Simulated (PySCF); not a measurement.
Cl₃In, singlet, geometry from GFN2-xTB (such geometries of metal compounds can be far from the true shape) (all electrons, no relativity); B3LYP5/STO-3G in PySCF.

Here is a job for PySCF.
```python
from pyscf import gto, scf, dft

mol = gto.Mole()
mol.atom = '''
    In   -0.00000000   -0.00000000    0.00000000
    Cl    2.24449596   -0.20389963   -0.44000345
    Cl   -0.90325628   -1.01151285    1.85308124
    Cl   -1.34123968    1.21541248   -1.41307779
'''
mol.basis = 'sto-3g'
mol.verbose = 4
mol.build()

mf = dft.RKS(mol)
mf.xc = 'b3lyp5'
mf.grids.atom_grid = (99, 590)
mf.grids.prune = None
mf.kernel()
```

Question: What does PySCF print? Leave out banner, timings and long lists.

Answer: 
```
PySCF version 2.14.0

[INPUT] verbose = 4
[INPUT] num. atoms = 4
[INPUT] num. electrons = 100
[INPUT] charge = 0
[INPUT] spin (= nelec alpha-beta = 2S) = 0
[INPUT] symmetry False subgroup None
[INPUT] Mole.unit = angstrom
[INPUT] Symbol           X                Y                Z      unit          X                Y                Z       unit  Magmom
[INPUT]  1 In     0.000000000000   0.000000000000   0.000000000000 AA    0.000000000000   0.000000000000   0.000000000000 Bohr   0.0
[INPUT]  2 Cl     2.244495960000  -0.203899630000  -0.440003450000 AA    4.241482652093  -0.385314457600  -0.831486014364 Bohr   0.0
[INPUT]  3 Cl    -0.903256280000  -1.011512850000   1.853081240000 AA   -1.706906989493  -1.911482257978   3.501816030169 Bohr   0.0
[INPUT]  4 Cl    -1.341239680000   1.215412480000  -1.413077790000 AA   -2.534575662599   2.296796715578  -2.670330015806 Bohr   0.0

nuclear repulsion = 691.246031735226
number of shells = 26
number of NR pGTOs = 162
number of NR cGTOs = 54
basis = sto-3g
ecp = {}

******** <class 'pyscf.dft.rks.RKS'> ********
method = RKS
initial guess = minao
damping factor = 0
level_shift factor = 0
DIIS = <class 'pyscf.scf.diis.CDIIS'>
diis_start_cycle = 1
diis_space = 8
diis_damp = 0
SCF conv_tol = 1e-09
SCF conv_tol_grad = None
SCF max_cycles = 50
direct_scf = True
direct_scf_tol = 1e-13
XC library pyscf.dft.libxc version 7.1.2
    S. Lehtola, C. Steigemann, M. J. T. Oliveira, and M. A. L. Marques,  SoftwareX 7, 1–5 (2018)
XC functionals = b3lyp5
    P. A. M. Dirac,  Math. Proc. Cambridge Philos. Soc. 26, 376 (1930)
    F. Bloch,  Z. Phys. 57, 545 (1929)
    A. D. Becke,  Phys. Rev. A 38, 3098 (1988)
    C. Lee, W. Yang, and R. G. Parr,  Phys. Rev. B 37, 785 (1988)
    B. Miehlich, A. Savin, H. Stoll, and H. Preuss,  Chem. Phys. Lett. 157, 200 (1989)
    S. H. Vosko, L. Wilk, and M. Nusair,  Can. J. Phys. 58, 1200 (1980)
radial grids:
    Treutler-Ahlrichs [JCP 102, 346 (1995); DOI:10.1063/1.469408] (M4) radial grids

becke partition: Becke, JCP 88, 2547 (1988); DOI:10.1063/1.454033
pruning grids: None
grids dens level: 3
symmetrized grids: False
atomic radii adjust function: <function treutler_atomic_radii_adjust>
User specified grid scheme (99, 590)
small_rho_cutoff = 0
Set gradient conv threshold to 3.16228e-05
Initial guess from minao.
tot grids = 233640
init E= -7034.58975551266
  HOMO = -0.645173128936723  LUMO = -0.410305626108554  gap/eV = 6.39107
cycle= 1 E= -7050.21515395913  delta_E= -15.6  |g|= 0.253  |ddm|= 2.75
  HOMO = -0.225411790430783  LUMO = 0.0185666010048492  gap/eV = 6.63899
cycle= 2 E= -7050.23826804718  delta_E= -0.0231  |g|= 0.027  |ddm|= 0.689
  HOMO = -0.238649705522034  LUMO = 0.0171673911400905  gap/eV = 6.96114
cycle= 3 E= -7050.23844039994  delta_E= -0.000172  |g|= 0.00335  |ddm|= 0.0483
  HOMO = -0.238827090470751  LUMO = 0.016090290846981  gap/eV = 6.93666
cycle= 4 E= -7050.23844581028  delta_E= -5.41e-06  |g|= 0.00152  |ddm|= 0.0127
  HOMO = -0.238948451788101  LUMO = 0.0163355439979123  gap/eV = 6.94663
cycle= 5 E= -7050.23844723616  delta_E= -1.43e-06  |g|= 3.72e-05  |ddm|= 0.00417
  HOMO = -0.23895413696146  LUMO = 0.016334657844387  gap/eV = 6.94676
cycle= 6 E= -7050.23844723674  delta_E= -5.75e-10  |g|= 1.65e-06  |ddm|= 0.000102
  HOMO = -0.238954071276042  LUMO = 0.0163349052080958  gap/eV = 6.94677
Extra cycle  E= -7050.2384472367  delta_E= 3.46e-11  |g|= 6.23e-07  |ddm|= 7.01e-06
converged SCF energy = -7050.2384472367
```
